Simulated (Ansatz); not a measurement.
Ansatz (an electronic-structure program) input (B97M-V/def2-TZVPD):

Ansatz 0.2 input:
```yaml
crystal:
  periodic: [false, false, false]
  atoms:
    - {symbol: C, position_ang: [2.05138966, -1.21546272, -0.33073949]}
    - {symbol: C, position_ang: [1.73696216, 0.11493678, 0.28849803]}
    - {symbol: C, position_ang: [0.46805525, 0.65845792, 0.47603676]}
    - {symbol: C, position_ang: [-0.83239356, 0.30600869, 0.12624755]}
    - {symbol: C, position_ang: [-1.96414939, 1.25240776, 0.38496655]}
    - {symbol: C, position_ang: [-1.22434257, -0.85620951, -0.73609525]}
    - {symbol: H, position_ang: [1.69948151, -1.31816083, -1.36985024]}
    - {symbol: H, position_ang: [3.13588724, -1.37738922, -0.35804507]}
    - {symbol: H, position_ang: [1.62348854, -2.08680524, 0.20645389]}
    - {symbol: H, position_ang: [2.55590034, 0.59684171, 0.81304403]}
    - {symbol: H, position_ang: [0.50266030, 1.59952960, 1.03419412]}
    - {symbol: H, position_ang: [-2.38980866, 1.70404229, -0.54044256]}
    - {symbol: H, position_ang: [-2.82960826, 0.76938054, 0.87904765]}
    - {symbol: H, position_ang: [-1.65317999, 2.08478047, 1.02509324]}
    - {symbol: H, position_ang: [-1.54143622, -0.55112189, -1.75817984]}
    - {symbol: H, position_ang: [-0.42175866, -1.58130854, -0.85938186]}
    - {symbol: H, position_ang: [-2.09475536, -1.40062229, -0.32541816]}
basis:
  gaussian:
    orbitals: def2-TZVPD
hamiltonian:
  xc: {name: B97M-V}
total_charge: -1
output: {forces: true}
```

End of the output:

```
0.54 GiB of the device are held for the grids
1.85 GiB of device memory are held for the factors and their scratch space
mean field: 2.85 GiB planned
mean field evaluation 1: about -6390.4367 eV, gradient 6.9e1 eV
mean field evaluation 2: about -6338.3463 eV, gradient 1.4e2 eV
mean field evaluation 4: about -6402.7225 eV, gradient 9.9e0 eV
mean field evaluation 8: about -6402.9712 eV, gradient 2.1e-1 eV
mean field evaluation 16: about -6402.8978 eV, gradient 7.6e-4 eV
mean field -6402.89775884 eV, -235.3021525973 hartree, gradient 5.6e-5 eV, S^2 0.000000; 1 other end points of the search recorded, 0 dependent functions left out
the calculation of the forces begins
reference -6402.89785163 eV, -235.3021560075 hartree; 24, 24 occupied and 297, 297 virtual orbitals, 1605 factors
Total energy: -6402.89785163 eV, -235.3021560075 hartree
Atom 0 at     2.051390    -1.215463    -0.330739 Å, force    -0.004420     0.194110     0.032243 eV/Å
Atom 1 at     1.736962     0.114937     0.288498 Å, force    -0.023334    -0.112884    -0.100343 eV/Å
Atom 2 at     0.468055     0.658458     0.476037 Å, force    -0.046167    -0.006788    -0.067217 eV/Å
Atom 3 at    -0.832394     0.306009     0.126248 Å, force    -0.134899    -0.040410     0.022043 eV/Å
Atom 4 at    -1.964149     1.252408     0.384967 Å, force     0.223452    -0.188995     0.039360 eV/Å
Atom 5 at    -1.224343    -0.856210    -0.736095 Å, force     0.083686     0.157697     0.194068 eV/Å
Atom 6 at     1.699482    -1.318161    -1.369850 Å, force     0.048490    -0.007866     0.126223 eV/Å
Atom 7 at     3.135887    -1.377389    -0.358045 Å, force    -0.138949     0.015168     0.004035 eV/Å
Atom 8 at     1.623489    -2.086805     0.206454 Å, force     0.018289     0.026481    -0.035097 eV/Å
Atom 9 at     2.555900     0.596842     0.813044 Å, force    -0.069542    -0.046153    -0.022876 eV/Å
Atom 10 at     0.502660     1.599530     1.034194 Å, force    -0.008998    -0.071484    -0.029559 eV/Å
Atom 11 at    -2.389809     1.704042    -0.540443 Å, force     0.004991    -0.022304     0.002867 eV/Å
Atom 12 at    -2.829608     0.769381     0.879048 Å, force     0.093774     0.055632    -0.070898 eV/Å
Atom 13 at    -1.653180     2.084780     1.025093 Å, force    -0.036729    -0.085465    -0.068030 eV/Å
Atom 14 at    -1.541436    -0.551122    -1.758180 Å, force    -0.011671     0.000936     0.024451 eV/Å
Atom 15 at    -0.421759    -1.581309    -0.859382 Å, force    -0.091372     0.062315     0.007298 eV/Å
Atom 16 at    -2.094755    -1.400622    -0.325418 Å, force     0.093397     0.070012    -0.058568 eV/Å
Dipole moment:    -0.194560    -0.145517    -0.029453 e Å
```

It need not be the lowest isomer of its formula. Whether it binds its extra electron was not tested at this geometry.
